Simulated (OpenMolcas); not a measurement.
Rh7+.

```
Program             : OpenMolcas 26.06
Basis               : ANO-R1 [6s4p3d1f]
Scalar Hamiltonian  : X2C, finite nucleus
Active space        : 2 electrons in 5 orbitals (4d)
State averaging     : 2S+1 = 3 even, 10 roots; 2S+1 = 1 even, 15 roots
Spin-orbit coupling : state interaction with AMFI integrals over the reference wave functions, term energies averaged over their components
```

Two sets of levels on these reference wave functions, in cm⁻¹ above 4d² ³F₂: one from CASSCF and one from SS-CASPT2, IPEA 0.25 Eh, imaginary shift 0.1 Eh (closed shells correlated: 4s 4p).

```csv
Level,Set 1,Set 2
4d² ³F₂,0.0,0.0
4d² ³F₃,3540,3470
4d² ³F₄,7290,7230
4d² ¹D₂ [67 %],15590,17930
4d² ³P₀,16280,18700
4d² ³P₁,17870,20240
4d² ³P₂ [70 %],21720,24090
4d² ¹G₄,25570,27300
4d² ¹S₀,55720,61840
```

Task: Which set is which?

Result: Set 1 is SS-CASPT2. Its levels of the other terms of 4d² lie at 0.87 to 0.94 of the other set's values, as expected, since terms of lower spin or lower L gain more correlation energy than the Hund ground term.

CASPT2 does not keep the components of a term degenerate, so their means are used; among the terms shown or strongly mixed into the levels shown the widest spread is 390 cm-1 (4d² ¹G, SS-CASPT2). The basis is small and was not contracted for so high a charge. Without dynamic correlation excited terms often stand tens of per cent too high (terms of higher spin than the ground term too low), and those without a measured partner can miss by more than the paired ones (holds for CASSCF). Only configurations of the active space appear.

A share in square brackets marks a mixed level and gives the weight of the term that names it, the lowest over the columns.
